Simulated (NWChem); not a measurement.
System meant: CH4FInO; SMILES [OH][In]([F])[CH3]

NWChem input:

```
start job
memory heap 200 mb stack 900 mb global 1100 mb
geometry units angstroms noautoz
  In    -0.009739    -0.042497     0.005876
  F      1.650169     1.022759    -0.007765
  C      0.029719    -2.171048     0.008120
  H     -0.151826    -2.528533    -1.014874
  H     -0.758380    -2.552229     0.670614
  H      1.014129    -2.514905     0.350263
  O     -1.543685     1.224687     0.003563
  H     -1.233362     2.138433    -0.006066
end
basis spherical
  In library def2-svp
  F library def2-svp
  C library def2-svp
  H library def2-svp
  O library def2-svp
end
dft
  xc xpbe96 cpbe96
  iterations 150
  mulliken
end
task dft energy
```

End of the output:

```
             Grid Information
             ----------------
          Grid used for XC integration:  medium
          Radial quadrature: Mura-Knowles
          Angular quadrature: Lebedev.
          Tag              B.-S. Rad. Rad. Pts. Rad. Cut. Ang. Pts.
          ---              ---------- --------- --------- ---------
          In                  1.55      123           9.0       590
          F                   0.50       49          11.0       434
          C                   0.70       49          11.0       434
          H                   0.35       45          12.0       434
          O                   0.60       49          11.0       434
          Grid pruning is: on
          Number of quadrature shells:   450
          Spatial weights used:  Erf1

          Convergence Information
          -----------------------
          Convergence aids based upon iterative change in
          total energy or number of iterations.
          Levelshifting, if invoked, occurs when the
          HOMO/LUMO gap drops below (HL_TOL):  1.00D-02
          DIIS, if invoked, will attempt to extrapolate
          using up to (NFOCK): 10 stored Fock matrices.

                    Damping( 0%)  Levelshifting(0.5)       DIIS
                  --------------- ------------------- ---------------
          dE  on:    start            ASAP                start
          dE off:    2 iters        150 iters           150 iters

      Screening Tolerance Information
      -------------------------------
          Density screening/tol_rho:  1.00D-10
          AO Gaussian exp screening on grid/accAOfunc:  14
          CD Gaussian exp screening on grid/accCDfunc:  20
          XC Gaussian exp screening on grid/accXCfunc:  20
          Schwarz screening/accCoul:  1.00D-08

      Superposition of Atomic Density Guess
      -------------------------------------

      charge =      49.0 In (Indium)

      symmetry species            s     p     d     f
      number of basis functions =10     7     6
      number of cont. functions = 4     4     2
      number of closed shells   = 5     3     2
      number of open shells     = 0     1     0
      open shell occupation     = 0     1     0
 ------------------------------------------------------------------------
 atomscf:atomd: error in atom scf                   0
 ------------------------------------------------------------------------
 ------------------------------------------------------------------------
  current input line :
    25: task dft energy
 ------------------------------------------------------------------------
 ------------------------------------------------------------------------
 This error has not yet been assigned to a category
 ------------------------------------------------------------------------
 For more information see the NWChem manual at https://nwchemgit.github.io

0:atomscf:atomd: error in atom scf:Received an Error in Communication
```

Problem. What is wrong, and how is it mended?

Solution. The program stopped with an error. Cause: the def2 basis of a heavy element holds valence functions alone and wants its effective core potential (without it all electrons must fit into that basis). This input runs:
```
start job
memory heap 200 mb stack 900 mb global 1100 mb
geometry units angstroms noautoz
  In    -0.009739    -0.042497     0.005876
  F      1.650169     1.022759    -0.007765
  C      0.029719    -2.171048     0.008120
  H     -0.151826    -2.528533    -1.014874
  H     -0.758380    -2.552229     0.670614
  H      1.014129    -2.514905     0.350263
  O     -1.543685     1.224687     0.003563
  H     -1.233362     2.138433    -0.006066
end
basis spherical
  * library def2-svp
end
ecp
  In library def2-ecp
end
dft
  xc xpbe96 cpbe96
  iterations 150
  mulliken
end
task dft energy
```
It converges to -405.34724 Ha (PBE/def2-SVP with def2 effective core potentials on In).
